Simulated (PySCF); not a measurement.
Br₄Ta, charge +1, singlet, at a GFN2-xTB geometry (such geometries of metal compounds can be far from the true shape) (the multiplicity is a formal guess) (core potentials on Ta), with bond 5-1 at 1.6 times its length; DF-BLYP/def2-SV(P) (PySCF).

The PySCF input:
```python
from pyscf import gto, scf, dft

mol = gto.M(
    atom='''
Ta    0.000000    0.000000   -0.000000
Br    1.897817   -0.590202   -1.312608
Br    0.663194    0.289880    2.269169
Br   -0.931896    2.032515   -0.820632
Br   -2.606584   -2.771509   -0.217487
''',
    basis='def2-sv(p)',
    ecp={'Ta': 'def2-sv(p)'},
    charge=1,
    spin=0,
    verbose=4,
)

mf = dft.RKS(mol)
mf.xc = 'blyp'
mf.diis_space = 2
mf = mf.density_fit(auxbasis='def2-universal-jkfit')
mf.kernel()
```

The log (banner, timings and long lists left out):

```
PySCF version 2.14.0

[INPUT] verbose = 4
[INPUT] num. atoms = 5
[INPUT] num. electrons = 152
[INPUT] charge = 1
[INPUT] spin (= nelec alpha-beta = 2S) = 0
[INPUT] symmetry False subgroup None
[INPUT] Mole.unit = angstrom
[INPUT] Symbol           X                Y                Z      unit          X                Y                Z       unit  Magmom
[INPUT]  1 Ta     0.000000000000   0.000000000000   0.000000000000 AA    0.000000000000   0.000000000000   0.000000000000 Bohr   0.0
[INPUT]  2 Br     1.897817000000  -0.590202000000  -1.312608000000 AA    3.586354364544  -1.115320138171  -2.480469628913 Bohr   0.0
[INPUT]  3 Br     0.663194000000   0.289880000000   2.269169000000 AA    1.253255027455   0.547793808989   4.288107940353 Bohr   0.0
[INPUT]  4 Br    -0.931896000000   2.032515000000  -0.820632000000 AA   -1.761028216578   3.840896694070  -1.550769729054 Bohr   0.0
[INPUT]  5 Br    -2.606584000000  -2.771509000000  -0.217487000000 AA   -4.925729880673  -5.237392961767  -0.410990865653 Bohr   0.0

nuclear repulsion = 1246.04128563344
number of shells = 59
number of NR pGTOs = 346
number of NR cGTOs = 153
basis = def2-sv(p)
ecp = {'Ta': 'def2-sv(p)'}

******** <class 'pyscf.df.df_jk.DFRKS'> ********
method = DFRKS
initial guess = minao
damping factor = 0
level_shift factor = 0
DIIS = <class 'pyscf.scf.diis.CDIIS'>
diis_start_cycle = 1
diis_space = 2
diis_damp = 0
SCF conv_tol = 1e-09
SCF conv_tol_grad = None
SCF max_cycles = 50
direct_scf = False
XC library pyscf.dft.libxc version 7.1.2
    S. Lehtola, C. Steigemann, M. J. T. Oliveira, and M. A. L. Marques,  SoftwareX 7, 1–5 (2018)
XC functionals = blyp
    A. D. Becke,  Phys. Rev. A 38, 3098 (1988)
    C. Lee, W. Yang, and R. G. Parr,  Phys. Rev. B 37, 785 (1988)
    B. Miehlich, A. Savin, H. Stoll, and H. Preuss,  Chem. Phys. Lett. 157, 200 (1989)
radial grids:
    Treutler-Ahlrichs [JCP 102, 346 (1995); DOI:10.1063/1.469408] (M4) radial grids

becke partition: Becke, JCP 88, 2547 (1988); DOI:10.1063/1.454033
pruning grids: <function nwchem_prune>
grids dens level: 3
symmetrized grids: False
atomic radii adjust function: <function treutler_atomic_radii_adjust>
small_rho_cutoff = 0
Set gradient conv threshold to 3.16228e-05
Initial guess from minao.
tot grids = 105704
init E= -10336.008002401
  HOMO = -0.408896446358502  LUMO = -0.387169918350353  gap/eV = 0.59121
cycle= 1 E= -10343.962484948  delta_E= -7.95  |g|= 3.87  |ddm|= 8.54
  HOMO = -0.00405523919368185  LUMO = 0.00148814120136376  gap/eV = 0.15084
cycle= 2 E= -10240.1514539286  delta_E=  104  |g|= 9.45  |ddm|=   24
  HOMO = -0.423854283834097  LUMO = -0.0891420002528758  gap/eV = 9.10799
cycle= 3 E= -10349.0718469865  delta_E= -109  |g|= 2.79  |ddm|= 22.8

WARN: HOMO -0.650338445041646 == LUMO -0.650335444954268

cycle= 4 E= -10319.3660436181  delta_E= 29.7  |g|= 7.55  |ddm|=   16
  HOMO = -0.382791726547906  LUMO = -0.34347473505236  gap/eV = 1.06987
cycle= 5 E= -10345.7076551906  delta_E= -26.3  |g|= 4.54  |ddm|= 13.2
  HOMO = -0.0254371333051051  LUMO = -0.0148559887786948  gap/eV = 0.28793
cycle= 6 E= -10315.743394704  delta_E=   30  |g|= 6.84  |ddm|= 17.7
  HOMO = -0.574435961986449  LUMO = -0.537700117554641  gap/eV = 0.99963
cycle= 7 E= -10343.0168013509  delta_E= -27.3  |g|= 3.59  |ddm|= 16.5
  HOMO = -0.357258719819244  LUMO = -0.202501017959863  gap/eV = 4.21117
cycle= 8 E= -10262.684883555  delta_E= 80.3  |g|= 9.51  |ddm|= 22.2
  HOMO = -0.150641072519608  LUMO = -0.0881675969302904  gap/eV = 1.69999
cycle= 9 E= -10346.155115035  delta_E= -83.5  |g|= 4.26  |ddm|= 20.7
  HOMO = -0.703418265434484  LUMO = -0.7021736787527  gap/eV = 0.03387
cycle= 10 E= -10216.6133410613  delta_E=  130  |g|=   15  |ddm|= 19.5
  HOMO = -0.499899510037516  LUMO = -0.441914424247899  gap/eV = 1.57785
cycle= 11 E= -10331.1820930542  delta_E= -115  |g|= 7.12  |ddm|= 13.8
  HOMO = 0.113882836290065  LUMO = 0.153473534545867  gap/eV = 1.07732
cycle= 12 E= -10291.0971241007  delta_E= 40.1  |g|= 7.68  |ddm|= 26.7
  HOMO = -0.761259126754305  LUMO = -0.75445259579156  gap/eV = 0.18522
cycle= 13 E= -10330.024260307  delta_E= -38.9  |g|= 6.48  |ddm|= 25.1
  HOMO = -0.618898940826921  LUMO = -0.614277545388648  gap/eV = 0.12575
cycle= 14 E= -10300.2250825997  delta_E= 29.8  |g|= 9.77  |ddm|= 13.2
  HOMO = 0.0746454692970138  LUMO = 0.0769036582044298  gap/eV = 0.06145
cycle= 15 E= -10295.8528846049  delta_E= 4.37  |g|= 8.19  |ddm|=   21
  HOMO = -1.15396085948027  LUMO = -1.01393264059488  gap/eV = 3.81036
cycle= 16 E= -10168.4683732032  delta_E=  127  |g|= 13.1  |ddm|= 32.3
  HOMO = -1.07195872878341  LUMO = -1.06230121825096  gap/eV = 0.26279
cycle= 17 E= -10278.2684486326  delta_E= -110  |g|= 13.7  |ddm|= 20.2
  HOMO = -0.137332321229373  LUMO = -0.135728440300563  gap/eV = 0.04364
cycle= 18 E= -10217.0828971704  delta_E= 61.2  |g|= 14.3  |ddm|= 22.5
  HOMO = -1.48528453891888  LUMO = -1.47283080384182  gap/eV = 0.33888
cycle= 19 E= -9900.58455769584  delta_E=  316  |g|=   13  |ddm|= 30.7
  HOMO = -0.849010890677859  LUMO = -0.814716466230535  gap/eV = 0.93320
cycle= 20 E= -9972.8939954088  delta_E= -72.3  |g|= 13.4  |ddm|= 37.6
  HOMO = -0.578137447295355  LUMO = -0.512112883996968  gap/eV = 1.79662
cycle= 21 E= -10280.5511035287  delta_E= -308  |g|= 16.4  |ddm|= 26.9
  HOMO = -2.2828687547532  LUMO = -2.25256119267642  gap/eV = 0.82471
cycle= 22 E= -9862.3828734484  delta_E=  418  |g|= 19.1  |ddm|= 19.4
  HOMO = -0.636860672655737  LUMO = -0.599195829582059  gap/eV = 1.02491
cycle= 23 E= -9738.76628807987  delta_E=  124  |g|= 12.6  |ddm|= 42.8
  HOMO = -1.35120336964323  LUMO = -1.29298407910484  gap/eV = 1.58423
cycle= 24 E= -9997.35611753931  delta_E= -259  |g|= 10.9  |ddm|= 56.4
  HOMO = -1.10064757075569  LUMO = -1.07646137958018  gap/eV = 0.65814
cycle= 25 E= -10271.2412361914  delta_E= -274  |g|= 14.4  |ddm|= 49.7
  HOMO = -0.5431363693272  LUMO = -0.422485660801662  gap/eV = 3.28307
cycle= 26 E= -9727.46245681102  delta_E=  544  |g|= 11.6  |ddm|= 47.5
  HOMO = -1.40029636560028  LUMO = -1.38308773512389  gap/eV = 0.46827
cycle= 27 E= -9735.37499511079  delta_E= -7.91  |g|= 11.4  |ddm|= 76.7
  HOMO = -1.00766847974215  LUMO = -1.00555938720159  gap/eV = 0.05739
cycle= 28 E= -10283.6688438929  delta_E= -548  |g|= 16.3  |ddm|= 67.2
  HOMO = -0.226060232556788  LUMO = -0.213656029503866  gap/eV = 0.33754
cycle= 29 E= -9717.40665791158  delta_E=  566  |g|=   12  |ddm|= 49.3
  HOMO = -2.16310695135579  LUMO = -2.03633508741877  gap/eV = 3.44964
cycle= 30 E= -9728.70961884987  delta_E= -11.3  |g|= 11.1  |ddm|= 74.6
  HOMO = -1.08537967581471  LUMO = -1.03733461785811  gap/eV = 1.30737
cycle= 31 E= -10284.7167479033  delta_E= -556  |g|= 15.9  |ddm|= 64.9
  HOMO = -0.17011653643396  LUMO = -0.114846402541001  gap/eV = 1.50398
cycle= 32 E= -9705.69963938696  delta_E=  579  |g|= 12.6  |ddm|= 44.9
  HOMO = -2.47743036729689  LUMO = -2.40720619532756  gap/eV = 1.91090
cycle= 33 E= -9722.59424055531  delta_E= -16.9  |g|= 11.9  |ddm|= 73.5
  HOMO = -1.14702761054774  LUMO = -1.12765219644436  gap/eV = 0.52723
cycle= 34 E= -10292.4488081438  delta_E= -570  |g|= 15.2  |ddm|= 60.9
  HOMO = -0.175256484604675  LUMO = -0.100046275943084  gap/eV = 2.04657
cycle= 35 E= -9680.23497675842  delta_E=  612  |g|= 12.3  |ddm|= 40.1
  HOMO = -1.71579392856014  LUMO = -1.62015222308961  gap/eV = 2.60254
cycle= 36 E= -9588.00692121421  delta_E= 92.2  |g|= 17.3  |ddm|=  115
  HOMO = -2.04916108933131  LUMO = -2.02079390696486  gap/eV = 0.77191
cycle= 37 E= -10091.732000878  delta_E= -504  |g|= 15.8  |ddm|= 97.3
  HOMO = -0.802177311116042  LUMO = -0.799667509355228  gap/eV = 0.06830
cycle= 38 E= -9571.21786354708  delta_E=  521  |g|=   19  |ddm|= 51.9
  HOMO = -0.698789921220388  LUMO = -0.696206544404269  gap/eV = 0.07030
cycle= 39 E= -10165.9184716338  delta_E= -595  |g|= 20.1  |ddm|= 44.5
  HOMO = -2.04702657945762  LUMO = -1.92732902062768  gap/eV = 3.25714
cycle= 40 E= -9741.72529254745  delta_E=  424  |g|= 13.6  |ddm|= 40.6
  HOMO = -0.632119382105537  LUMO = -0.624138788696559  gap/eV = 0.21716
cycle= 41 E= -9579.1486327231  delta_E=  163  |g|=   20  |ddm|= 62.1
  HOMO = -1.1248663391051  LUMO = -1.08055190481191  gap/eV = 1.20586
cycle= 42 E= -9789.23750054961  delta_E= -210  |g|=   19  |ddm|= 35.5
  HOMO = -4.53018376096996  LUMO = -3.72648858371008  gap/eV = 21.86966
cycle= 43 E= -9726.17370282402  delta_E= 63.1  |g|= 12.5  |ddm|= 68.3
  HOMO = -1.46643290155778  LUMO = -1.4266286139155  gap/eV = 1.08313
cycle= 44 E= -9734.82992000006  delta_E= -8.66  |g|=   20  |ddm|= 68.1
  HOMO = -0.930738158340024  LUMO = -0.666099917724954  gap/eV = 7.20117
cycle= 45 E= -9775.99218790115  delta_E= -41.2  |g|= 18.4  |ddm|= 33.6
  HOMO = -3.60362897721038  LUMO = -3.23632995472943  gap/eV = 9.99472
cycle= 46 E= -9589.91294654024  delta_E=  186  |g|= 16.4  |ddm|= 74.4
  HOMO = -1.52546377420954  LUMO = -1.51618415095279  gap/eV = 0.25251
cycle= 47 E= -10050.3141252675  delta_E= -460  |g|= 22.5  |ddm|= 65.3
  HOMO = -0.867352885393594  LUMO = -0.866194702488574  gap/eV = 0.03152
cycle= 48 E= -9386.60807186795  delta_E=  664  |g|=   24  |ddm|= 43.1
  HOMO = -2.7400205873933  LUMO = -2.7272429005512  gap/eV = 0.34770
cycle= 49 E= -9323.52242478382  delta_E= 63.1  |g|= 17.6  |ddm|= 83.8
  HOMO = -1.38581994636656  LUMO = -1.36736842389259  gap/eV = 0.50209
cycle= 50 E= -9972.94934684155  delta_E= -649  |g|= 18.6  |ddm|= 76.3
SCF not converged.
SCF energy = -9972.94934684155
```

Convergence was not reached.
